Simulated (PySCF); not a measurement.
C3H12OSi2, SMILES [SiH2](CC)C[SiH2]O.

Geometry: B3LYP-D3(BJ)/def2-SVP. The structure was generated by enumeration, and PubChem lists no compound with its InChIKey, so it may never have been made. The values are those of a single conformer.

Calculation: TDA-ωB97X/def2-SVPD in PySCF.

Vertical excitations. The molecule is in vacuum.

Question: Estimate the UV-visible absorptions. (Estimate from the structure and the level; the computed values follow.)

Answer: 
```csv
state,energy (eV),λ (nm),f,main pairs
S1,7.46,166,0.030,HOMO→LUMO 67 %
S2,8.20,151,0.031,"HOMO−2→LUMO 41 %, HOMO−3→LUMO 20 %, HOMO−1→LUMO+1 8 %, HOMO→LUMO+1 7 %"
S3,8.23,151,0.020,"HOMO−1→LUMO+1 35 %, HOMO−1→LUMO 18 %, HOMO→LUMO+1 13 %, HOMO−2→LUMO 9 %"
S4,8.37,148,0.016,"HOMO→LUMO+1 44 %, HOMO→LUMO+2 33 %"
S5,8.50,146,0.005,"HOMO−1→LUMO+1 30 %, HOMO−1→LUMO+2 27 %, HOMO→LUMO+2 7 %, HOMO−1→LUMO+3 7 %"
S6,8.69,143,0.043,"HOMO→LUMO+2 18 %, HOMO−1→LUMO+2 18 %, HOMO→LUMO+1 7 %, HOMO→LUMO+7 5 %"
T1,7.14,174,0,"HOMO→LUMO 62 %, HOMO−1→LUMO 9 %"
T2,7.83,158,0,"HOMO−2→LUMO 42 %, HOMO−3→LUMO 25 %"
```
Triplets are in the Tamm–Dancoff approximation.
